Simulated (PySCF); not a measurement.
Unknown compound

An unknown has the formula C8H10. Its calculated NMR data are:

1H NMR (400 MHz, computed): δ 5.84 (m, 1H), 4.96 (m, 1H), 3.00 (m, 2H), 1.45 (t, 1H), 1.33 (m, 1H), 0.74 (m, 2H), 0.27 (m, 2H).

13C{1H} NMR (computed): δ 145.0 (CH), 130.9 (CH), 87.0 (C), 75.5 (CH), 26.6 (CH2), 18.6 (CH), 9.0 (CH2, 2C).

- GFN2-xTB geometry
- shieldings: GIAO PBE0/pcSseg-1
- run in PySCF 2.14
- no solvent model, non-relativistic, rapidly exchanging positions averaged, one conformer

References, each an isolated molecule treated in the same way: 1H, 13C against TMS.

Choose the structure that fits.
A. C1=CCC(C2CC2)=C1
B. CCC=C1C=CC=C1
C. CC1=C[C@@]2(C)C=C[C@@H]12
D. C#CC/C=C/C1CC1

## Answers

D. 

Rings plus π bonds: 4 (1 ring in the answer). 7 carbon signals for 8 carbons: some carbons are equivalent by symmetry or fast rotation. Carbon types of the structure: 1 × C, 4 × CH, 3 × CH2, which accounts for all hydrogens. δC 145.0, 130.9: alkene CH; an sp2 carbon of a C=C bond. δC 87.0: alkyne carbon; sp carbons lie upfield of alkene carbons because the cylindrical π system leaves one tensor component strongly shielded. δC 75.5: terminal alkyne carbon; sp carbons lie upfield of alkene carbons because the cylindrical π system leaves one tensor component strongly shielded. δH 3.00: hydrogen on an allylic sp3 CH2; allylic position. δH 1.45: hydrogen on a terminal alkyne carbon; it lies on the axis of the triple bond, in its shielding cone.

The others: C1=CCC(C2CC2)=C1 has carbons computed at 164.5, 140.6, 135.9, 125.0, 49.5, 17.2, 14.3; CC1=C[C@@]2(C)C=C[C@@H]12 would give 8 carbon signals, not 7; CCC=C1C=CC=C1 would give 8 carbon signals, not 7.

Shifts are as computed. Against solution values, carbons near 30 ppm lie about +3 ppm off and those near 130 ppm about +5 ppm. Of 1211 compounds with measured shifts, 218 miss one by over three times the rms of a fit or turn the order of signals round; such compounds aren't used in these exercises. Multiplicities follow the n + 1 count of equivalent neighbours, as no J values were calculated; m marks all less simple cases, F and P coupling included.
